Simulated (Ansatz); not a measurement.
Two isomers of CH7NOSi2: A = `C=N[SiH2]O[SiH3]`, B = `N=C([SiH3])O[SiH3]`.

Calculated with Ansatz (gas phase, PBE0-D4/def2-TZVP geometries, no zero-point term in ΔE). CCSD(T)/CBS is the MP2 limit (def2-TZVPP, def2-QZVPP) plus CCSD(T) − MP2 in def2-TZVPP, frozen cores. Functionals use def2-TZVPP. B3LYP here is the variant with VWN-RPA as its local correlation; programs differ in this. Each species was taken in one conformer, which may not be the lowest.

A:

Z-matrix (Å, degrees):
```
Si
N 1 1.727
O 1 1.637 2 113.5
H 1 1.480 2 107.0 3 119.6
H 1 1.483 2 107.0 3 -120.9
C 2 1.257 1 126.9 3 0.3
Si 3 1.634 1 147.6 2 -106.7
H 6 1.096 2 120.4 1 -180.0
H 6 1.101 2 124.1 1 -0.0
H 7 1.484 3 109.4 1 -123.4
H 7 1.487 3 110.3 1 -3.0
H 7 1.485 3 109.0 1 117.1
```

B:

```xyz
12

N     0.937    1.025    0.392
C     0.331    0.102   -0.228
Si    0.795   -0.707   -1.883
O    -0.792   -0.404    0.315
Si   -1.306    0.237    1.795
H     1.770    1.342   -0.093
H    -0.303   -0.499   -2.858
H     1.016   -2.159   -1.676
H     2.041   -0.057   -2.361
H    -0.311   -0.003    2.863
H    -2.533   -0.551    2.059
H    -1.644    1.673    1.675
```

(1) Which isomer does CCSD(T)/CBS put lower? Give the gap. (An estimate is asked.)

(2) Give E(B) − E(A) in kcal/mol with PBE0-D4, PBE-D4, HF/def2-TZVPP, B3LYP, MP2/def2-TZVPP, CCSD/def2-TZVPP, B3LYP-D4. (An estimate is asked.)

Largest T1 diagnostic: 0.014.

Answers

(1) Computed: A, by 41.7 kcal/mol.

(2) Ansatz gave: PBE0-D4 36.9, PBE-D4 33.7, HF/def2-TZVPP 47.7, B3LYP 40.6, MP2/def2-TZVPP 42.1, CCSD/def2-TZVPP 42.3, B3LYP-D4 40.3. None reverses the order clearly.

From PBE to PBE0 (25 % exact exchange), in def2-TZVPP and without D4, E(B) − E(A) moves by +3.1 kcal/mol. In def2-TZVPP, CCSD(T) changes the Hartree–Fock value by −7.0 kcal/mol (the triples alone add −1.6 kcal/mol) and MP2 by −5.7 kcal/mol.
